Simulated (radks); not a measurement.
Initial-state core-level shifts of the europium ion Eu+ when its valence configuration changes from [Xe] 4f7 6s1. All-electron calculation, non-relativistic Kohn-Sham, r2SCAN, spin-polarised, spherical densities, point nucleus; open shells are filled with parallel spins first (spin-orbit coupling, left out, can overturn this in heavy ions); meta-GGA in the generalised Kohn-Sham scheme; relativity is left out, which matters for an element this heavy. Program: a radial shooting solver on a logarithmic mesh with Libxc functionals. Shifts are changes of the shell-averaged eigenvalues in eV (positive: less bound); the change of the density at the nucleus, which sets a Mossbauer isomer shift, is in e/bohr^3, on a base of 1.779e+05.

| valence | 1s | 2s | 3d | 5p | density at nucleus |
|---|---|---|---|---|---|
| 4f6 6s2 | -10.880 | -11.652 | -12.440 | -5.909 | +20.66 |
| 4f8 | +6.609 | +7.065 | +7.524 | +3.992 | -13.36 |
| 4f7 6p1 | -1.082 | -1.073 | -1.067 | -1.069 | -6.86 |
| 4f6.5 6s1.5 | -5.308 | -5.671 | -6.042 | -2.986 | +9.46 |
| 4f6 6s1 6p1 | -11.553 | -12.329 | -13.123 | -6.510 | +12.80 |
| 4f6 5d1 6s1 | -7.715 | -8.411 | -9.252 | -2.998 | +10.53 |
| 4f7 5d1 | +2.407 | +2.463 | +2.422 | +2.355 | -8.13 |
| 4f4 6s1 6p3 | -38.033 | -40.857 | -43.690 | -19.465 | +44.77 |
| 4f6 6p2 | -12.551 | -13.320 | -14.113 | -7.461 | +4.44 |
